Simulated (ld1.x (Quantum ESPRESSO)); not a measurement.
## Pd, TM: configuration errors across variants

palladium, norm-conserving Troullier–Martins (Kleinman–Bylander form), made with ld1.x (Quantum ESPRESSO) 7.5 (PBE, non-relativistic). Core [Ar] 3d10 4s2, reference 4p6 4d9 5s0 5p0 (charge +1). Waves: 5s (bound, empty): rc 2.10 bohr; 4p (bound): rc 1.60 bohr; 4d (bound): rc 1.70 bohr. Local part: all-electron potential smoothed inside 1.60 bohr (lloc = -1). Core correction: Bessel-smoothed model core inside 0.90 bohr.

All-electron excitation energies from the reference (eV): (1) 4p6 4d10 5s0 5p0 -9.253; (2) 4p6 4d8 5s0 5p0 21.110; (3) 4p6 4d7 5s0 5p0 55.907; (4) 4p6 4d8 5s1 5p0 5.538; (5) 4p6 4d9 5s1 5p0 -7.081; (6) 4p5 4d10 5s0 5p0 46.019; (7) 4p6 4d9 5s0 5p1 -3.779.

4 further variants failed, have other tests or another functional or relativity, and are left out.

A true bound ghost makes a file unfit for plane-wave use even where its test errors are small: the radial tests pick states by their node count and pass the ghost by.

Errors AE − PS in meV (a dash: test not solved or not reliable):

| change | (1) | (2) | (3) | (4) | (5) | (6) | (7) | bound ghosts |
| --- | --- | --- | --- | --- | --- | --- | --- | --- |
| base | -3.2 | -8.3 | -42 | -39 | -6.2 | -47 | +100 | s |
| wave 4p (bound): rc 1.60 bohr becomes 4p (bound): rc 2.00 bohr | -3.1 | -8.1 | -41 | -39 | -6.2 | -57 | +103 | s |
| local potential all-electron potential smoothed inside 1.72 bohr (lloc = -1) | -4.3 | -11 | -59 | -45 | -6.7 | -51 | +20 | s |
| wave 4d (bound): rc 1.70 bohr becomes 4d (bound): rc 1.90 bohr | -3.8 | -8.3 | -37 | -36 | -5.8 | -67 | +100 | s |
| core correction Bessel-smoothed model core inside 1.64 bohr | -3.2 | -8.4 | -43 | -39 | -6.2 | -42 | +100 | s |
| all radii but the core radius scaled by about 1.40 (s 2.96, p 2.24, d 2.38 bohr); local potential all-electron potential smoothed inside 2.24 bohr (lloc = -1) | -14 | -18 | -50 | +65 | -1.6 | -180 | -100 | s |
| wave 5s (bound): rc 2.10 bohr becomes 5s (bound): rc 2.58 bohr | -3.2 | -8.3 | -42 | -46 | -7.3 | -47 | +100 | s |
| type RRKJ; local potential the s channel; rho0 0.001 | -57 | -110 | -506 | -118 | -6.6 | -117 | -410 | none |

(1) Give the same row for: local potential the d channel.

## Answers

(1) -3.3, -9.0, -47, -38, -6.0, -48, +18; bound ghosts: s.
